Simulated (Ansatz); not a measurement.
Geometry optimisation, DFT PBE, scalar-relativistic, plane waves, PAW in Ansatz 0.2.0.

Input:

```yaml
crystal:
  lattice:
    - [6.6, 0.0, 0.0]
    - [0.0, 6.6, 0.0]
    - [0.0, 0.0, 6.6]
  atoms:
    - { symbol: Nb, position: [0.0, 0.0, 0.0] }
    - { symbol: Nb, position: [0.5, 0.0, 0.0] }
    - { symbol: Nb, position: [0.0, 0.5, 0.0] }
    - { symbol: Nb, position: [0.0, 0.0, 0.5] }
    - { symbol: Nb, position: [0.25, 0.25, 0.25] }
    - { symbol: Nb, position: [0.5, 0.5, 0.0] }
    - { symbol: Nb, position: [0.5, 0.0, 0.5] }
    - { symbol: Nb, position: [0.75, 0.25, 0.25] }
    - { symbol: Nb, position: [0.0, 0.5, 0.5] }
    - { symbol: Nb, position: [0.25, 0.75, 0.25] }
    - { symbol: Nb, position: [0.25, 0.25, 0.75] }
    - { symbol: Nb, position: [0.5, 0.5, 0.5] }
    - { symbol: Nb, position: [0.75, 0.75, 0.25] }
    - { symbol: Nb, position: [0.75, 0.25, 0.75] }
    - { symbol: Nb, position: [0.25, 0.75, 0.75] }
    - { symbol: Nb, position: [0.75, 0.75, 0.75] }
    - { symbol: O, position: [0.76078727, 0.62097273, 0.98558782] }
basis:
  ecutwfc: 420.0
kpoints:
  mp_grid: { grid: [3, 3, 3] }
hamiltonian:
  xc: pbe
scf:
  occupations: { method: gaussian, width: 0.05 }
  lower_state_search: "off"
relax:
  f_tol: 0.03
  max_steps: 60
  adjacent_minimum: "off"
output:
  write_density: true
  write_potential: true
  elf: true
  volumetric_format: npy
```

Launched with:

```bash
$ ansatz run input.yaml --threads 4 --pin off --max-ram 10240MiB --backend cpu --events-out ev --progress --plain --runs-dir out
```

**Question.** Where does it end, and by what steps?

**Answer.** It converged. The force dipped under the threshold on the way, but the program's further checks kept it going. Limits of this set-up: coarse k mesh. After 8 steps the energy has fallen by 2.859 eV; O17 moved furthest, 0.76 Å.

```tsv
step	energy less start (eV)	largest force component (eV/Å)	accepted
0	0.0000	6.710	yes
1	-1.3085	1.517	yes
2	-2.0238	0.803	yes
3	-2.2265	1.402	yes
4	-2.4303	1.771	yes
5	-2.7024	1.413	yes
6	-2.8494	0.474	yes
7	-2.8590	0.019	yes
8	-2.8590	0.019	yes
```

```xyz
17
Lattice="6.6000 0.0000 0.0000 0.0000 6.6000 0.0000 0.0000 0.0000 6.6000" Properties=species:S:1:pos:R:3
Nb 0.010 0.046 -0.006
Nb 3.299 0.047 -0.006
Nb 0.299 3.348 -0.006
Nb -0.028 0.047 3.295
Nb 1.654 1.652 1.689
Nb 3.010 3.348 -0.005
Nb 3.336 0.047 3.294
Nb 4.954 1.701 1.640
Nb 0.009 3.346 3.294
Nb 1.654 5.041 1.688
Nb 1.654 1.654 4.900
Nb 3.300 3.345 3.294
Nb 4.954 4.991 1.640
Nb 4.954 1.702 4.950
Nb 1.655 5.040 4.900
Nb 4.954 4.992 4.949
O 4.954 3.349 6.594
```

Whether the end is a true minimum wasn't checked by a vibrational analysis.

The run took 4.7 min on 4 threads of Intel(R) Xeon(R) Processor @ 2.50GHz (Skylake/Cascade Lake), with other jobs on the host, peak memory 1.4 GiB.
